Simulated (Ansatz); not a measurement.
Computed with Ansatz on PBE0-D4/def2-TZVP structures; ΔE is electronic, products minus reactants. CCSD(T)/CBS adds triple-zeta CCSD(T) − MP2 to the extrapolated MP2 energy (def2 sets, frozen cores). This one scheme is used for every species. DFT in def2-TZVPP. Elements past krypton have def2 core potentials. For Te outer-core shells are correlated without core-valence functions, which leaves a few kJ/mol of doubt a bond.

Reaction (hydrogenolysis of a Te–C bond): `CC([SiH3])[TeH]` + H₂ → H₂Te + `CC[SiH3]`

Q: Is it downhill or uphill in electronic energy at CCSD(T)/CBS, and by how much? (Estimate.)

A: The calculation gave: Downhill: ΔE = -10.1 kcal/mol.

Q: What do these levels give: r2SCAN-D4, SCS-MP2/def2-TZVPP, CCSD/def2-TZVPP, HF/def2-QZVPP, HF/CBS(def2), CCSD/CBS(def2)? (Best estimate.)

A: Computed: r2SCAN-D4 -12.6, SCS-MP2/def2-TZVPP -10.9, CCSD/def2-TZVPP -14.1, HF/def2-QZVPP -21.0, HF/CBS(def2) -21.0, CCSD/CBS(def2) -12.1 kcal/mol.

Largest T1 diagnostic among the species: 0.011.

In def2-TZVPP, CCSD(T) changes the Hartree–Fock value by +9.2 kcal/mol (the triples alone add +2.0 kcal/mol) and MP2 by +12.4 kcal/mol. From PBE to PBE0 (25 % exact exchange), in def2-TZVPP and without D4, ΔE moves by −1.2 kcal/mol. The D4 term adds +4.4 kcal/mol with B3LYP and +2.3 kcal/mol with PBE0; it sums over pairs of atoms, weighted by their polarisabilities, and B3LYP, whose exchange is more repulsive, gets the larger term.

B3LYP here is the variant with VWN-RPA as its local correlation; programs differ in this.
